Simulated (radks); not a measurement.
Fractional charge and spin in the 2s shell of carbon: the spin-up occupation runs from 0 to 1 and the spin-down occupation from 0 to 1; the fullest corner is C2+, [He] 2s(up 1, down 1). Calculated with a radial shooting solver on a logarithmic mesh with Libxc functionals: scalar-relativistic Kohn-Sham, PBE, spin-polarised, spherical densities, point nucleus. Energy (eV) minus the two flat planes that join the four corners (they meet along the diagonal where the two added fractions sum to one electron); zero is where a piecewise linear energy would lie.

\begin{tabular}{lrrrrr}
down \ up & 0 & 0.25 & 0.5 & 0.75 & 1 \\ \hline
0 & 0.000 & -1.264 & -1.739 & -1.334 & 0.000 \\
0.25 & -1.264 & -1.378 & -0.722 & 0.807 & -1.202 \\
0.5 & -1.739 & -0.722 & 1.067 & -0.738 & -1.641 \\
0.75 & -1.334 & 0.807 & -0.738 & -1.435 & -1.251 \\
1 & 0.000 & -1.202 & -1.641 & -1.251 & 0.000 \\
\end{tabular}

Corners above the fullest one (they belong to C3+ and the next ion): (up 1, down 0) 47.127 eV, (up 0, down 1) 47.127 eV, (up 0, down 0) 112.08 eV. With half an added electron in each spin the energy lies 1.067 eV from the planes (fractional-spin error, the static-correlation error of a stretched bond), and with half an added electron in spin up alone -1.739 eV (fractional-charge error). For a frontier s shell over closed shells the exact functional lies on the planes.
